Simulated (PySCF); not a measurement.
**Working out the ionisation energy of Sn⁺**

Sn⁺ [Kr] 4d10 5s2 5p1 (2P) → Sn²⁺ [Kr] 4d10 5s2 (1S). Computed with PySCF 2.14 in aug-cc-pVQZ-PP with ECP28MDF (7s7p5d3f2g, 92 functions), with scalar relativity through the core potential. Frozen: 4s2 4p6 4d10. Energies in hartree (1 hartree = 27.21139 eV):

```
            part  Sn⁺ (lower)  Sn²⁺ (upper)
             UHF  -213.088934   -212.583459
CCSD correlation    -0.045488     -0.034855
             (T)    -0.000743      0.000000
```

What does Hartree-Fock give?

(-212.583459) − (-213.088934) = 0.505475 hartree = 13.755 eV.

What do CCSD and CCSD(T) give?

The CCSD correlation energies differ by 0.010633 hartree = 0.289 eV and the triples by 0.000743 hartree = 0.020 eV, so CCSD gives 14.044 eV and CCSD(T) 14.064 eV.

Measured between the centres of the two terms (NIST): 14.282 eV, so CCSD(T) (valence) is off by -0.218 eV.

What remains against the reference includes basis incompleteness, the frozen core and higher excitations.
